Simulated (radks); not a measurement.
Results of a calculation; reference values are marked as such.
Q: The mean radii <r> (bohr) of the occupied orbitals of an atom or ion are listed with their occupations. Code: a radial shooting solver on a logarithmic mesh with Libxc functionals. Model: scalar-relativistic Kohn-Sham, r2SCAN, spin-polarised, spherical densities, finite nucleus; meta-GGA in the generalised Kohn-Sham scheme; Fermi nuclear charge, rms radius of each element as measured or else 0.836 A^(1/3) + 0.57 fm.

orbital  occ.      <r>
1s up       1  0.02458
1s down     1  0.02458
2s down     1   0.1052
2s up       1   0.1052
2p down     3  0.09237
2p up       3  0.09237
3s up       1   0.2781
3s down     1   0.2780
3p up       3   0.2763
3p down     3   0.2763
3d up       5   0.2536
3d down     5   0.2535
4s up       1   0.6392
4s down     1   0.6389
4p up       3   0.6772
4p down     3   0.6768
4d up       5   0.7501
4d down     5   0.7498
5s up       1    1.546
5s down     1    1.560
5p up       3    1.783
5p down     3    1.801
4f up       2    1.201

Name the element and its charge. Open shells, if any, are filled with parallel spins first.

A: Z = 58, cerium, charge +2: Ce2+ in [Xe] 4f2. The 1s radius gives Z: for a bare nucleus <r> = (2 gamma + 1)/(2Z) with gamma = sqrt(1 - (Z/c)^2), 0.02424 bohr for Z = 58, and screening makes it slightly larger (0.02458 here). The occupations add up to 56, and the charge is Z minus that.
